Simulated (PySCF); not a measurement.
# Structure elucidation problem

Molecular formula: C5H6N2O. Simulated spectra:

1H NMR (400 MHz, computed): δ 9.18 (d, 1H), 7.38 (m, 1H), 6.97 (d, 1H), 4.41 (s, 3H).

13C{1H} NMR (computed): δ 171.1 (C), 150.4 (CH), 132.2 (CH), 119.3 (CH), 57.0 (CH3).

Theoretical values (PySCF 2.14): geometry from GFN2-xTB, shielding tensors at PBE0/pcSseg-1 (GIAO). Non-relativistic, no solvent model, one computed conformer, fast rotation and ring inversion assumed for equivalent nuclei.

Chemical shifts δ = σref − σ; TMS for 1H, 13C, all at this level.

Q: Which of these isomers gave the spectra?
A. COc1cccnn1
B. C=N/C(=C/C#N)OC
C. NCC#C/C=N\C=O

A: A. 

1. The formula gives 4 degrees of unsaturation (1 ring in the answer).
2. 5 carbon signals for 5 carbons: no two carbons are equivalent.
3. Carbon types of the structure: 1 × C, 3 × CH, 1 × CH3, which accounts for all hydrogens.
4. δC 171.1: aromatic carbon bearing oxygen; the electronegative substituent deshields the carbon that carries it.
5. δC 150.4: aromatic CH next to a ring nitrogen; the adjacent pyridine-type nitrogen withdraws density from it.
6. δC 132.2, 119.3: aromatic CH.
7. δC 57.0: methyl carbon bonded to O; deshielded by the electronegative neighbour.
8. δH 9.18: hydrogen on an aromatic CH next to a ring nitrogen; ring current plus the neighbouring ring nitrogen.

The others: NCC#C/C=N\C=O would give 3 signals for carbon-bound and other non-exchanging H, not 4; C=N/C(=C/C#N)OC has carbons computed at 179.2, 156.6, 120.8, 63.0, 56.3, with a different DEPT pattern.

Shifts are as computed. Against solution values, carbons near 30 ppm lie about +3 ppm off and those near 130 ppm about +5 ppm (rms about the fit 2.1 ppm; single classes can miss by 10 ppm). Of 1328 compounds with measured shifts, 309 miss one by over three times the rms of a fit or turn the order of signals round; such compounds aren't used in these exercises. Signals without a measured value on file couldn't be tested in this way; 1H shifts scatter by 0.2 ppm about their fit, and single ones miss by 0.5 ppm. Multiplicities follow the n + 1 count of equivalent neighbours, as no J values were calculated; m marks all less simple cases, F and P coupling included.
